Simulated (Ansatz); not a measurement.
Gas-phase electronic energies from Ansatz, PBE0-D4/def2-TZVP geometries. CCSD(T)/CBS is the MP2 limit (def2-TZVPP, def2-QZVPP) plus CCSD(T) − MP2 in def2-TZVPP, frozen cores. This one scheme is used for every species. Functionals use def2-TZVPP. B3LYP here is the variant with VWN-RPA as its local correlation; programs differ in this. For Br outer-core shells are correlated without core-valence functions, which leaves a few kJ/mol of doubt a bond. Scalar relativity is left out up to krypton. One conformer a species, not always the lowest.

Reaction (ligand exchange at a B–Br bond): `NB(S)Br` + H₂S → `NB(S)S` + HBr

`NB(S)Br`:

Cartesian coordinates in Å:
```
N 0.551 -0.535 0.941
B -0.193 0.088 -0.053
S 0.535 0.415 -1.681
Br -2.020 0.595 0.344
H 0.172 -0.728 1.851
H 1.504 -0.827 0.812
H -0.549 0.993 -2.214
```

H₂S:

```xyz
3

S    -0.442   -0.386   -0.198
H     0.893   -0.360   -0.323
H    -0.451    0.746    0.521
```

`NB(S)S`:

```xyz
8

N     0.887   -0.810   -0.319
B    -0.094    0.041    0.196
S    -0.496   -0.071    1.972
S    -0.995    1.261   -0.811
H     1.169   -0.810   -1.282
H     1.376   -1.481    0.248
H    -1.443    0.879    1.984
H    -0.405    0.993   -1.988
```

HBr:

Cartesian coordinates in Å:
```
Br 0.137 0.237 -0.655
H -0.137 -0.237 0.655
```

| level | ΔE (kJ/mol) | difference from CCSD(T)/CBS |
| --- | --- | --- |
| PBE-D4 | 16.8 | -5.0 |
| r2SCAN-D4 | 18.5 | -3.3 |
| PBE0-D4 | 18.1 | -3.7 |
| B3LYP-D4 | 18.9 | -2.9 |
| ωB97X-V | 19.9 | -1.9 |
| ωB97M-V | 20.9 | -0.9 |
| B2PLYP | 20.9 | -0.9 |
| PBE | 17.5 | -4.3 |
| r2SCAN | 18.8 | -3.0 |
| PBE0 | 18.7 | -3.1 |
| B3LYP | 19.9 | -1.9 |
| HF/def2-TZVPP | 24.4 | 2.6 |
| MP2/def2-TZVPP | 23.0 | 1.2 |
| SCS-MP2/def2-TZVPP | 23.1 | 1.3 |
| CCSD/def2-TZVPP | 22.0 | 0.2 |
| CCSD(T)/def2-TZVPP | 21.2 | -0.6 |
| HF/def2-QZVPP | 24.0 | 2.2 |
| MP2/def2-QZVPP | 23.2 | 1.4 |
| SCS-MP2/def2-QZVPP | 23.1 | 1.3 |
| CCSD/def2-QZVPP | 21.5 | -0.3 |
| CCSD(T)/def2-QZVPP | 21.0 | -0.8 |
| HF/CBS(def2) | 24.0 | 2.2 |
| MP2/CBS(def2) | 23.6 | 1.8 |
| CCSD/CBS(def2) | 22.5 | 0.7 |
| CCSD(T)/CBS | 21.8 | 0 |

Largest T1 diagnostic among the species: 0.012.
